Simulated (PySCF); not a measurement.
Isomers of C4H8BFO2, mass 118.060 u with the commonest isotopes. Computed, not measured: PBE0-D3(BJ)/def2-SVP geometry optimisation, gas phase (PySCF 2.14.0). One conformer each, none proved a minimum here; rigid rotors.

**Question.** Order these by rotational constant B, smallest first.
A. `[OH:1][B:2]([OH:3])[C@@H:4]1[CH2:5][CH2:6][C@@H:7]1[F:8]` with H–O1–B2–O3 1°, O1–B2–O3–H 178°, O1–B2–C4–C5 -63°, B2–C4–C5–C6 -97°, C4–C5–C6–C7 -20°, C5–C6–C7–F8 142°, B2–C4–C7–C6 93°
B. `[CH3:1][O:2][B:3](/[CH:4]=[CH:5]/[F:6])[O:7][CH3:8]` with C1–O2–B3–C4 0°, O2–B3–C4–C5 178°, O2–B3–O7–C8 1°
C. `[CH3:1][B:2]1[O:3][CH2:4][CH:5]([F:6])[CH2:7][O:8]1` with C1–B2–O3–C4 180°, B2–O3–C4–C5 28°, O3–C4–C5–F6 -174°, C4–C5–C7–O8 53°
D. `[CH3:1][CH2:2][C@@H:3]1[O:4][BH:5][O:6][C@H:7]1[F:8]` with C1–C2–C3–O4 -59°, C2–C3–O4–B5 -112°, C3–O4–B5–O6 -3°, O4–B5–O6–C7 -7°, B5–O6–C7–F8 -106°

**Answer.** B (1205 MHz), C (1410 MHz), D (1574 MHz), A (1820 MHz).

**Question.** Order these by radius of gyration √(Σ m r²/M), smallest first.
A. `[CH3:1][O:2][B:3](/[CH:4]=[CH:5]/[F:6])[O:7][CH3:8]` with C1–O2–B3–C4 0°, O2–B3–C4–C5 178°, O2–B3–O7–C8 1°
B. `[OH:1][B:2]([OH:3])[C@@H:4]1[CH2:5][CH2:6][C@@H:7]1[F:8]` with H–O1–B2–O3 1°, O1–B2–O3–H 178°, O1–B2–C4–C5 -63°, B2–C4–C5–C6 -97°, C4–C5–C6–C7 -20°, C5–C6–C7–F8 142°, B2–C4–C7–C6 93°
C. `[CH3:1][B:2]1[O:3][CH2:4][CH:5]([F:6])[CH2:7][O:8]1` with C1–B2–O3–C4 180°, B2–O3–C4–C5 28°, O3–C4–C5–F6 -174°, C4–C5–C7–O8 53°

**Answer.** B (1.894 Å), C (1.964 Å), A (2.262 Å).

**Question.** Order these by rotational constant A, largest first.
A. `[OH:1][B:2]([OH:3])[C@@H:4]1[CH2:5][CH2:6][C@@H:7]1[F:8]` with H–O1–B2–O3 1°, O1–B2–O3–H 178°, O1–B2–C4–C5 -63°, B2–C4–C5–C6 -97°, C4–C5–C6–C7 -20°, C5–C6–C7–F8 142°, B2–C4–C7–C6 93°
B. `[CH3:1][O:2][B:3](/[CH:4]=[CH:5]/[F:6])[O:7][CH3:8]` with C1–O2–B3–C4 0°, O2–B3–C4–C5 178°, O2–B3–O7–C8 1°
C. `[CH3:1][CH2:2][C@@H:3]1[O:4][BH:5][O:6][C@H:7]1[F:8]` with C1–C2–C3–O4 -59°, C2–C3–O4–B5 -112°, C3–O4–B5–O6 -3°, O4–B5–O6–C7 -7°, B5–O6–C7–F8 -106°
D. `[CH3:1][B:2]1[O:3][CH2:4][CH:5]([F:6])[CH2:7][O:8]1` with C1–B2–O3–C4 180°, B2–O3–C4–C5 28°, O3–C4–C5–F6 -174°, C4–C5–C7–O8 53°

**Answer.** D (4705 MHz), C (3608 MHz), A (2907 MHz), B (2688 MHz).

| SMILES | point group | Ia (u·Å²) | Ib (u·Å²) | Ic (u·Å²) | κ | μa (D) | μb (D) | μc (D) |
| --- | --- | --- | --- | --- | --- | --- | --- | --- |
| CB1OCC(F)CO1 | – | 107.41 | 358.50 | 444.44 | -0.85 | 0.53 | 0.05 | 0.04 |
| OB(O)[C@@H]1CC[C@@H]1F | C1 | 173.82 | 277.61 | 395.71 | -0.33 | 0.78 | 0.69 | 0.06 |
| CC[C@@H]1OBO[C@H]1F | C1 | 140.06 | 321.07 | 396.62 | -0.74 | 2.00 | 1.14 | 0.87 |
| COB(/C=C/F)OC | – | 188.03 | 419.52 | 601.09 | -0.61 | 1.53 | 0.68 | 0.02 |
